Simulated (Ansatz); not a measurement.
`C=C[SiH2][NH][GeH3]` and `C=C[SiH2]N[SiH3]` differ in one atom or group.

Ansatz, PBE0-D4/def2-TZVP geometries, multiplicity 1. Each molecule was computed in one conformer, which needn't be the lowest.

Scalar relativity is left out up to krypton.

```tsv
property	`C=C[SiH2][NH][GeH3]`
HOMO energy (PBE/def2-TZVPP) / eV	-5.87
LUMO energy (PBE0/def2-TZVPP) / eV	-0.58
HOMO energy (PBE0/def2-TZVPP) / eV	-7.19
HOMO–LUMO gap (ωB97M-V/def2-TZVPP) / eV	10.88
HOMO–LUMO gap (PBE0/def2-TZVPP) / eV	6.62
LUMO energy (B3LYP/def2-TZVPP) / eV	-0.78
```

Problem. Give the same properties after the change, and the shifts. (Estimate.)

Solution. Ansatz gave: 
| property | `C=C[SiH2]N[SiH3]` | shift |
| --- | --- | --- |
| HOMO energy (PBE/def2-TZVPP) / eV | -6.11 | -0.24 |
| LUMO energy (PBE0/def2-TZVPP) / eV | -0.64 | -0.06 |
| HOMO energy (PBE0/def2-TZVPP) / eV | -7.42 | -0.23 |
| HOMO–LUMO gap (ωB97M-V/def2-TZVPP) / eV | 11.03 | 0.15 |
| HOMO–LUMO gap (PBE0/def2-TZVPP) / eV | 6.78 | 0.16 |
| LUMO energy (B3LYP/def2-TZVPP) / eV | -0.84 | -0.06 |

With PBE0 the HOMO falls by 0.23 eV and the LUMO falls by 0.06 eV, so the gap widens by about 0.17 eV. PBE moves the HOMO by -0.24 eV and ωB97M-V by -0.22 eV.

Positive LUMOs are unbound, so they and the gaps depend on the basis.

B3LYP here is the variant with VWN-RPA as its local correlation; programs differ in this.
